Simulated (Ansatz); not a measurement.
The Te1–H2 bond of FHTe (SMILES F[TeH]) is stretched (multiplicity 1, the rest rigid).
Geometry at rest (charge 0, multiplicity 1):
```xyz
3

Te     0.18519    -0.06058     0.20051
H      1.31186    -0.30942    -1.00397
F     -1.21573     0.38440    -1.04697
```

Frozen-core correlation. Filled d and f shells under p-block atoms count as core.

Codes used: Ansatz (a program for electronic structure) with Gaussian orbitals.  In def2 rows elements past Kr take small-core potentials, without spin–orbit coupling.

Energies above the point at 1.668 Å (the B3LYP-D3(BJ) bond length), FIC-MRCISD+Q on CASSCF(2,2)/def2-TZVPP (kcal/mol): 6.48 at 1.501 Å; 4.46 at 1.835 Å; 70.30 at 5.337 Å.

Problem. Take the last value as the depth D of a Morse curve D(1 − e^(−a(R − R₀)))², fit a and R₀ to the two near points, and test it at 2.252 and 2.919 Å.

Solution. 
With D = 70.3, both near points (counted from the curve's value at 1.668 Å) are met by a = 1.67 Å⁻¹ and R₀ = 1.660 Å, so k = 2Da² = 390 kcal/(mol Å²). The curve then gives 27.6 and 54.1 kcal/mol; the level itself gives 29.7 and 59.5, so Morse is off by -2.1 and -5.5.
